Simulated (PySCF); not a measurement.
Delta-SCF ions had no search for a lower state. 

Cartesian coordinates (Å):
```xyz
5

O      1.7760    -0.0471     0.0337
Ge     0.0824    -0.0023     0.0016
H     -0.6189    -0.7989    -1.1816
H     -0.5796     1.4365    -0.1326
H     -0.6600    -0.5883     1.2790
```
Charge -1, spin multiplicity 1.

Question: Estimate the HOMO, vertical detachment energy (Delta-SCF) and total energy that PBE0-D4/def2-TZVPD in PySCF 2.14.0 returns for this input.

Answer: 
```
Quantity                                        Value
--------------------------------------  -------------
HOMO                                         -0.95 eV
vertical detachment energy (Delta-SCF)        2.93 eV
total energy                            -2153.7354 Ha
```
